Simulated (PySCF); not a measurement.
# revPBE on In (indium, neutral)

Configuration: [Kr] 4d10 5s2 5p1, 2P determinant. All numbers are calculated (PySCF 2.14, scalar relativity by spin-free X2C-1e, in aug-cc-pVQZ-DK3 (9s8p6d3f2g, 102 functions)).

| Property | Result |
| --- | --- |
| Total energy | -5880.57 hartree |
| One-electron energy | -8092.38 hartree |
| Hartree (Coulomb) energy | 2373.01 hartree |
| Exchange-correlation energy | -161.20 hartree |
| ⟨S²⟩ | 0.7524 |
| ⟨L²⟩ | 2.010 |
| Sum of ⟨r⟩ | 35.02 bohr |
| Sum of ⟨r²⟩ | 58.95 bohr² |
| Traceless quadrupole moment −½Σ⟨3z² − r²⟩ along its main axis | -6.63 e·bohr² |
| Langevin diamagnetic susceptibility | -46.7 ×10⁻⁶ cm³/mol |

| shell | electrons | mean orbital energy (eV) | spread (eV) | rms radius, mean of both spins (bohr) |
| --- | --- | --- | --- | --- |
| 1s α | 1 | -27701.7 | 0 | 0.0340 |
| 1s β | 1 | -27701.7 | 0 | 0.0340 |
| 2s β | 1 | -4149.3 | 0 | 0.139 |
| 2s α | 1 | -4149.3 | 0 | 0.139 |
| 2p α | 3 | -3726.5 | 0.031 | 0.124 |
| 2p β | 3 | -3726.5 | 0.042 | 0.124 |
| 3s α | 1 | -787.89 | 0 | 0.372 |
| 3s β | 1 | -787.89 | 0 | 0.372 |
| 3p α | 3 | -649.10 | 0.094 | 0.373 |
| 3p β | 3 | -649.09 | 0.111 | 0.373 |
| 3d α | 5 | -432.72 | 0.084 | 0.353 |
| 3d β | 5 | -432.72 | 0.100 | 0.353 |
| 4s α | 1 | -119.56 | 0 | 0.903 |
| 4s β | 1 | -119.55 | 0 | 0.903 |
| 4p α | 3 | -78.144 | 0.255 | 0.987 |
| 4p β | 3 | -78.132 | 0.297 | 0.987 |
| 4d α | 5 | -18.614 | 0.285 | 1.30 |
| 4d β | 5 | -18.556 | 0.383 | 1.30 |
| 5s α | 1 | -8.281 | 0 | 2.80 |
| 5s β | 1 | -7.767 | 0 | 2.80 |
| 5p α | 1 | -2.818 | 0 | 4.06 |

Densities and radii are taken from the X2C orbitals without a picture-change correction, which distorts them close to the nucleus.
